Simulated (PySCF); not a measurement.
C2H7BFN, SMILES CNB(C)F.

Geometry optimised at B3LYP-D3(BJ)/def2-SVP. The structure was generated by enumeration, and PubChem lists no compound with its InChIKey, so it may never have been made. One conformer was computed; it need not be the lowest.

Computed with TDA-PBE/def2-SVPD run with PySCF.

Vertical excitations. Isolated molecule, no solvent. State labels are in the subgroup Cs.

| state | symmetry | energy (eV) | λ (nm) | f | main pairs |
|---|---|---|---|---|---|
| S1 | A" | 5.98 | 207 | 0.001 | HOMO→LUMO 100 % |
| S2 | A" | 6.84 | 181 | 0.008 | HOMO→LUMO+2 100 % |
| S3 | A" | 7.26 | 171 | 0.002 | HOMO→LUMO+3 99 % |
| S4 | A' | 7.47 | 166 | 0.003 | HOMO−1→LUMO 97 % |
| S5 | A' | 7.77 | 159 | 0.441 | HOMO→LUMO+1 85 % |
| S6 | A" | 7.97 | 156 | 0.018 | HOMO→LUMO+4 99 % |
| S7 | A" | 8.34 | 149 | 0.007 | HOMO−1→LUMO+1 94 % |
| S8 | A' | 8.34 | 149 | 0.036 | HOMO−1→LUMO+2 95 % |
| S9 | A' | 8.41 | 147 | 0.012 | HOMO→LUMO+5 91 % |
| S10 | A" | 8.42 | 147 | 0.001 | HOMO→LUMO+6 97 % |
| T1 | A" | 5.84 | 212 | 0 | HOMO→LUMO 100 % |
| T2 | A' | 6.01 | 206 | 0 | HOMO→LUMO+1 99 % |
| T3 | A" | 6.74 | 184 | 0 | HOMO→LUMO+2 99 % |
| T4 | A" | 7.11 | 174 | 0 | HOMO→LUMO+3 99 % |
Triplets are in the Tamm–Dancoff approximation.
